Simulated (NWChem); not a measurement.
**Correlation energy of GeI**

```
Ge
I 1 2.5334
```
Charge 0, spin multiplicity 2.

Program: NWChem. Structure: optimised with UPBE0/def2-SVP with def2 effective core potentials on I, a minimum by its harmonic frequencies.

Basis set: def2-SVP. Each correlation energy counts from its own Hartree-Fock reference.

Effective core potentials replace the inner electrons of I; spin-orbit coupling is left out. The correlated methods keep 13 core orbitals frozen. This spin state was chosen for the runs; another may lie lower. The structure started from a generated list of species. The unpaired electrons of the parent sit in orbitals of symmetry b2 (C2v labels of the run); other states weren't searched. No SCF solution was tested for a lower state. Open-shell Hartree-Fock references start from PBE0 orbitals. Coupled-cluster values serve here as a point of comparison, not as the truth.

Problem. Order these methods by the correlation energy they give, lowest first: UMP2, SCS-UMP2, CCSD on UHF, CCSD[T] on UHF, CCSD(T) on UHF, CCSD on ROHF.

Solution. CCSD[T] on UHF (-324.2 mHa), CCSD(T) on UHF (-323.1 mHa), CCSD on ROHF (-317.1 mHa), CCSD on UHF (-313.5 mHa), UMP2 (-303.8 mHa), SCS-UMP2 (-280.6 mHa)
